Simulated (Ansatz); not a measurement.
Species: sum formula H$_{2}$SiO$_{3}$F (charge -1, singlet). It need not be the lowest isomer of its formula. Whether it binds its extra electron was not tested at this geometry. 
Geometry from a B3LYP-D3(BJ)/def2-TZVP (Ansatz, an electronic-structure program) optimisation:
SMILES: F[Si](O)([O-])O
```xyz
7

Si    -0.0413     0.1130    -0.0027
F      0.0251    -0.4127     1.5436
O     -0.5517     1.5563    -0.2484
O      1.5408    -0.1816    -0.5066
O     -0.9683    -1.1039    -0.7124
H      1.8549     0.6302    -0.9132
H     -1.6687    -0.6649    -1.2022
```
Charge -1, spin multiplicity 1.

Basis-set convergence of Hartree-Fock and MP2 correlation energies (hartree) with Ansatz. Correlated levels leave the core frozen unless marked. No spin-orbit coupling. No relativistic terms.

```csv
basis,functions,E(HF),"E(corr, MP2)"
aug-cc-pV(D+d)Z,142,-614.42778,-0.92356
aug-cc-pV(T+d)Z,285,-614.53955,-1.13345
aug-cc-pV(Q+d)Z,501,-614.56617,-1.21286
```

Extrapolating the two largest sets (X = 3 and 4) as X^-3: E(corr) = (64·(-1.21286) - 27·(-1.13345))/37 = -1.2708 Eh, an estimate of the basis-set limit. The largest set recovers 95.4 % of it, the smallest 72.7 %.
